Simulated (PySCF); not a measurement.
Si(F)2(Me)2 (C₂H₆F₂Si), SMILES C[Si](C)(F)F.

Geometry optimised at B3LYP-D3(BJ)/def2-SVP.

All values below come from PBE/def2-TZVP in PySCF.

Isolated molecule, no solvent.

```yaml
total_energy: -568.84521 hartree
point_group: C2v
highest_occupied_level: -7.61 eV
lowest_empty_level: 0.08 eV
orbital_gap: 7.69 eV
dipole_moment: 2.43 D
quadrupole, principal values (traceless, Buckingham form, about the centre of nuclear charge): -3.53, -0.77, 4.31 D·Å
mean_static_polarisability: 48.8 bohr³ (7.23 Å³)
polarisability_principal_values: 44.5, 47.1, 54.8 bohr³
```
